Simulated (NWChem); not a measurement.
System: Si3NH8, doublet; SMILES [SiH3]N([SiH2])[SiH3]

Here is an NWChem input.

```
start job
memory heap 200 mb stack 900 mb global 1100 mb
geometry units angstroms noautosym nocenter noautoz
  Si    -1.680481     0.673156    -0.119856
  N     -0.051827    -0.025642    -0.054362
  Si     0.135985    -1.789689    -0.041542
  Si     1.351175     1.055578     0.046425
  H     -2.636463    -0.275500     0.572436
  H     -1.654349     2.001569     0.606603
  H      1.420104    -2.154370    -0.732274
  H     -1.030885    -2.397534    -0.769243
  H      0.168807    -2.340713     1.359668
  H      1.708634     1.379836     1.472943
  H      1.022151     2.336549    -0.668869
  H      2.530096     0.389812    -0.606460
end
basis spherical
  * library sto-3g
end
dft
  odft
  mult 2
  xc b3lyp
  iterations 150
end
cosmo
  do_cosmo_smd true
  solvent water
end
task dft energy
```

Parts of the log:

```
             Northwest Computational Chemistry Package (NWChem) 7.3.0
             --------------------------------------------------------

                             Geometry "geometry" -> ""
                             -------------------------

 Output coordinates in angstroms (scale by  1.889725989 to convert to a.u.)

  No.       Tag          Charge          X              Y              Z
 ---- ---------------- ---------- -------------- -------------- --------------
    1 Si                  14.0000    -1.68048100     0.67315600    -0.11985600
    2 N                    7.0000    -0.05182700    -0.02564200    -0.05436200
    3 Si                  14.0000     0.13598500    -1.78968900    -0.04154200
    4 Si                  14.0000     1.35117500     1.05557800     0.04642500
    5 H                    1.0000    -2.63646300    -0.27550000     0.57243600
    6 H                    1.0000    -1.65434900     2.00156900     0.60660300
    7 H                    1.0000     1.42010400    -2.15437000    -0.73227400
    8 H                    1.0000    -1.03088500    -2.39753400    -0.76924300
    9 H                    1.0000     0.16880700    -2.34071300     1.35966800
   10 H                    1.0000     1.70863400     1.37983600     1.47294300
   11 H                    1.0000     1.02215100     2.33654900    -0.66886900
   12 H                    1.0000     2.53009600     0.38981200    -0.60646000

 Effective nuclear repulsion energy (a.u.)     275.4464639884

                                 NWChem DFT Module
                                 -----------------

 Summary of "ao basis" -> "ao basis" (spherical)
 ------------------------------------------------------------------------------
       Tag                 Description            Shells   Functions and Types
 ---------------- ------------------------------  ------  ---------------------
 Si                          sto-3g                  5        9   3s2p
 N                           sto-3g                  3        5   2s1p
 H                           sto-3g                  1        1   1s

 in cosmo_initialize ...
 calling solv_data for solv:h2o

 solvent parameters
 solvname_short: h2o
 solvname_long:  water
 dielec:       78.4000
 dielecinf:     1.7769
 aqueous SMD model solvent descriptors
 dielec:       78.4000
 sola:          0.8200

          ---------------
          -cosmo- solvent
          ---------------
 Cosmo: York-Karplus, doi: 10.1021/jp992097l
 dielectric constant -eps-     =  78.40
 screen = (eps-1)/(eps    )    =   0.98724
 surface charge correction     = lagrangian

   van der Waals surface
 --------------------------

[...]

                                COSMO-SMD solvation results
                                ---------------------------

             internal energy in gas <Psi(g)|H|Psi(g)> =      -917.233373534276
         internal energy in solvent <Psi(s)|H|Psi(s)> =      -917.233330731792
                               delta internal energy  =         0.000042802484 (    0.03 kcal/mol)
   total free energy in solvent <Psi(s)|H+V/2|Psi(s)> =      -917.234039523907
 polarization energy contribution <Psi(s)|V/2|Psi(s)> =        -0.000708792115 (   -0.44 kcal/mol)
    total free energy in solvent including G(SMD-CDS) =      -917.227223500264
                       G(SMD-CDS) energy contribution =         0.006816023643 (    4.28 kcal/mol)
     1 M fixed-concentration free energy of solvation =         0.006150034012 (    3.86 kcal/mol)

                    DFT Final Alpha Molecular Orbital Analysis
                    ------------------------------------------

 Vector   27  Occ=1.000000D+00  E=-2.545655D-01
              MO Center= -1.1D+00,  4.8D-01,  2.3D-01, r^2= 3.8D+00
   Bfn.  Coefficient  Atom+Function         Bfn.  Coefficient  Atom+Function
  ----- ------------  ---------------      ----- ------------  ---------------
    34      0.453895   6 H  s                33     -0.410913   5 H  s
    13     -0.396316   2 N  py                8      0.307806   1 Si py
    22      0.230466   3 Si py               30      0.150657   4 Si px
     4     -0.135093   1 Si py               31      0.131762   4 Si py
    39      0.125815  11 H  s                12     -0.107502   2 N  px

 Vector   28  Occ=1.000000D+00  E=-1.705651D-01
              MO Center= -3.8D-01,  1.2D-01, -7.3D-02, r^2= 2.9D+00
   Bfn.  Coefficient  Atom+Function         Bfn.  Coefficient  Atom+Function
  ----- ------------  ---------------      ----- ------------  ---------------
    14      0.693542   2 N  pz                9      0.447059   1 Si pz
     6     -0.242535   1 Si s                37     -0.217674   9 H  s
    38     -0.218006  10 H  s                12     -0.173575   2 N  px
     5     -0.164217   1 Si pz               35      0.156566   7 H  s
    40      0.151832  12 H  s                 7      0.137756   1 Si px

 Vector   29  Occ=1.000000D+00  E=-6.589851D-02
              MO Center= -1.2D+00,  4.8D-01, -2.6D-01, r^2= 2.5D+00
   Bfn.  Coefficient  Atom+Function         Bfn.  Coefficient  Atom+Function
  ----- ------------  ---------------      ----- ------------  ---------------
     9      0.621413   1 Si pz               14     -0.570131   2 N  pz
     6     -0.521473   1 Si s                33      0.283253   5 H  s
    34      0.279844   6 H  s                 5     -0.221858   1 Si pz
     7      0.156483   1 Si px               37      0.137692   9 H  s
    38      0.137121  10 H  s                11      0.134672   2 N  s

 Vector   30  Occ=0.000000D+00  E= 2.145249D-01
              MO Center=  6.9D-02, -7.8D-02,  3.9D-02, r^2= 3.3D+00
   Bfn.  Coefficient  Atom+Function         Bfn.  Coefficient  Atom+Function
  ----- ------------  ---------------      ----- ------------  ---------------
    11      1.018053   2 N  s                20     -0.562052   3 Si s
    29     -0.560662   4 Si s                22     -0.482818   3 Si py
     7     -0.456535   1 Si px               30      0.407207   4 Si px
    31      0.272544   4 Si py                6     -0.221615   1 Si s
    38      0.210610  10 H  s                37      0.209163   9 H  s

 Vector   31  Occ=0.000000D+00  E= 2.897895D-01
              MO Center=  7.2D-01, -3.1D-01,  9.0D-02, r^2= 5.3D+00
   Bfn.  Coefficient  Atom+Function         Bfn.  Coefficient  Atom+Function
  ----- ------------  ---------------      ----- ------------  ---------------
    29     -0.821590   4 Si s                20      0.797306   3 Si s
    35     -0.522943   7 H  s                40      0.525507  12 H  s
    38      0.446755  10 H  s                37     -0.442819   9 H  s
     8      0.369981   1 Si py               13      0.333633   2 N  py
    39      0.272492  11 H  s                34     -0.270410   6 H  s

 Vector   32  Occ=0.000000D+00  E= 2.951969D-01
              MO Center=  4.0D-01, -2.9D-01, -1.3D-01, r^2= 6.4D+00
   Bfn.  Coefficient  Atom+Function         Bfn.  Coefficient  Atom+Function
  ----- ------------  ---------------      ----- ------------  ---------------
    20      0.658295   3 Si s                29      0.624671   4 Si s
    36     -0.606844   8 H  s                39     -0.587422  11 H  s
    31      0.455815   4 Si py               22     -0.450829   3 Si py
    37     -0.370284   9 H  s                38     -0.359529  10 H  s
     7     -0.341892   1 Si px               35     -0.281932   7 H  s

                     DFT Final Beta Molecular Orbital Analysis
                     -----------------------------------------

 Vector   26  Occ=1.000000D+00  E=-2.491402D-01
              MO Center= -4.6D-02, -3.3D-02, -1.2D-01, r^2= 4.2D+00
   Bfn.  Coefficient  Atom+Function         Bfn.  Coefficient  Atom+Function
  ----- ------------  ---------------      ----- ------------  ---------------
    12      0.500394   2 N  px                7     -0.287501   1 Si px
    40     -0.272026  12 H  s                35     -0.261912   7 H  s
    30     -0.212821   4 Si px               13     -0.209561   2 N  py
    33      0.205709   5 H  s                34      0.195341   6 H  s
    36      0.183016   8 H  s                39      0.176425  11 H  s

[...]
```

Level: B3LYP/STO-3G, spin-unrestricted, SMD on the gas-phase geometry. All runs use the structure optimised with PBE-D3(BJ)/def2-SVP, spin-unrestricted. Not confirmed as a minimum by frequencies. No stability test was run on the SCF state. Solvent: water.
